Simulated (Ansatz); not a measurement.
Start from `[CH3][SnH2][SiH3]` and change one atom or group to get `[CH3][SnH2][SiH2]Cl`.

Ansatz, PBE0-D4/def2-TZVP geometries, multiplicity 1. Each molecule was computed in one conformer, which needn't be the lowest.

Elements past krypton have def2 core potentials.

```csv
property,`[CH3][SnH2][SiH3]`
HOMO energy (PBE0/def2-TZVPP) / eV,-7.72
size of the dipole moment (B3LYP/def2-TZVPP) / D,0.73
HOMO–LUMO gap (PBE0/def2-TZVPP) / eV,7.67
HOMO energy (PBE/def2-TZVPP) / eV,-6.67
LUMO energy (ωB97M-V/def2-TZVPP) / eV,1.38
HOMO–LUMO gap (B3LYP/def2-TZVPP) / eV,7.26
```

(1) Give the same properties after the change, and the shifts. (An estimate is asked.)

Results:

(1) Computed: 
```tsv
property	`[CH3][SnH2][SiH2]Cl`	shift
HOMO energy (PBE0/def2-TZVPP) / eV	-7.66	0.06
size of the dipole moment (B3LYP/def2-TZVPP) / D	1.30	0.57
HOMO–LUMO gap (PBE0/def2-TZVPP) / eV	7.06	-0.61
HOMO energy (PBE/def2-TZVPP) / eV	-6.57	0.10
LUMO energy (ωB97M-V/def2-TZVPP) / eV	1.01	-0.37
HOMO–LUMO gap (B3LYP/def2-TZVPP) / eV	6.67	-0.59
```

With PBE0 the HOMO rises by 0.06 eV and the LUMO falls by 0.56 eV, so the gap narrows by about 0.62 eV. PBE moves the HOMO by 0.10 eV and ωB97M-V by 0.07 eV. Dipoles are sizes alone; their direction can turn.

B3LYP here is the variant with VWN-RPA as its local correlation; programs differ in this.
